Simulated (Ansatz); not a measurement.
Basis sets compared for N-butyl-N-methylpyrrolidinium cyclic bis(sulfonyl)imide, `CCCC[N+]1(C)CCCC1.O=S1(=O)[N-]S(=O)(=O)C(F)(F)C(F)(F)C1(F)F`. Total charge 0; singlet. Geometry PBE-D4/def2-SVP. Ansatz on 2 threads of AMD EPYC 7R13 on a shared host and a share (18 GiB) of an NVIDIA H100 80GB HBM3; times are rough, and most runs start from earlier orbitals.

Cartesian coordinates in Å:
```
C -2.919 2.985 -0.772
C -2.309 1.673 -1.263
C -2.035 0.694 -0.110
C -1.184 -0.475 -0.581
N -1.077 -1.643 0.402
C -0.808 -1.161 1.799
C 0.049 -2.594 -0.067
C -0.585 -3.978 -0.136
C -2.034 -3.671 -0.532
C -2.355 -2.482 0.364
H -3.861 2.820 -0.208
H -3.150 3.661 -1.620
H -2.203 3.509 -0.106
H -2.971 1.184 -2.012
H -1.347 1.890 -1.772
H -3.003 0.349 0.320
H -1.497 1.240 0.693
H -0.150 -0.137 -0.783
H -1.580 -0.920 -1.517
H 0.051 -0.461 1.783
H -0.581 -2.042 2.428
H -1.708 -0.648 2.180
H 0.384 -2.234 -1.056
H 0.911 -2.484 0.617
H -0.554 -4.484 0.852
H -0.055 -4.628 -0.857
H -2.099 -3.390 -1.604
H -2.736 -4.511 -0.363
H -2.557 -2.817 1.400
H -3.194 -1.843 0.035
O 2.635 -1.224 1.380
S 2.516 -0.143 0.368
O 2.311 -0.525 -1.053
N 1.460 0.951 0.976
S 1.191 2.336 0.125
O 0.276 3.171 0.931
O 0.935 2.148 -1.324
C 2.905 3.146 0.216
F 2.897 4.263 -0.542
F 3.149 3.479 1.500
C 4.044 2.209 -0.296
F 3.877 2.002 -1.620
F 5.228 2.857 -0.102
C 4.147 0.824 0.414
F 5.104 0.095 -0.196
F 4.483 1.009 1.707
```

B3LYP takes the VWN-RPA correlation. Single mean-field runs in def2-SVP, def2-TZVP are fitted with def2-universal-jkfit.

Binding counts from free atoms (C triplet, N quartet, H doublet, O triplet, S triplet, F doublet) in the same basis, without a counterpoise term.

```tsv
level	functions	energy (Eh)	HOMO (eV)	LUMO (eV)	binding per atom (eV)	wall time
PBE-D4/def2-SVP	472	-2271.7570	-5.91	-0.57	4.34	3.7 s
B3LYP-D4/6-31G	282	-2274.2131	-7.68	-0.62	3.67	4.5 s
PBE0-D4/def2-SVP	472	-2271.8450	-7.63	0.28	4.19	4.2 s
```

**Question.** Estimate the rows for PBE-D4/def2-TZVP, B3LYP-D4/def2-TZVP, PBE0-D4/def2-TZVP (with forces).

**Answer.** 
| level | functions | energy (Eh) | HOMO (eV) | LUMO (eV) | binding per atom (eV) | wall time |
| --- | --- | --- | --- | --- | --- | --- |
| PBE-D4/def2-TZVP | 938 | -2273.8477 | -6.23 | -0.97 | 4.32 | 8 s |
| B3LYP-D4/def2-TZVP | 938 | -2275.8221 | -7.56 | -0.47 | 4.13 | 6.5 s |
| PBE0-D4/def2-TZVP (with forces) | 938 | -2273.9279 | -7.81 | -0.16 | 4.19 | 10 s |
